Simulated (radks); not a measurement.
Problem. All-electron atom: Rh II in [Kr] 4d8 (the NIST ground configuration). Calculated with a radial shooting solver on a logarithmic mesh with Libxc functionals: Dirac Kohn-Sham, LDA (Slater exchange, Perdew-Wang correlation), spin-unpolarised, spherical densities, point nucleus; open shells are shared between the two j in proportion to 2j + 1.

Spin-orbit splittings of the eigenvalues, e(l+1/2) - e(l-1/2), with zeta = 2 splitting/(2l+1) and mean radii in bohr:

| shell | occ. | splitting (eV) | zeta (eV) | <r> j=l-1/2 | <r> j=l+1/2 |
|---|---|---|---|---|---|
| 2p | 6 | 144.4 | 96.26 | 0.1204 | 0.1252 |
| 3p | 6 | ? | ? | 0.3835 | 0.3944 |
| 3d | 10 | 4.906 | 1.962 | 0.3686 | 0.3721 |
| 4p | 6 | 3.950 | 2.634 | 1.060 | 1.092 |
| 4d | 8 | 0.4054 | 0.1621 | 1.535 | 1.557 |

Estimate the 3p splitting.

Solution. 24.85 eV (zeta = 16.57 eV).
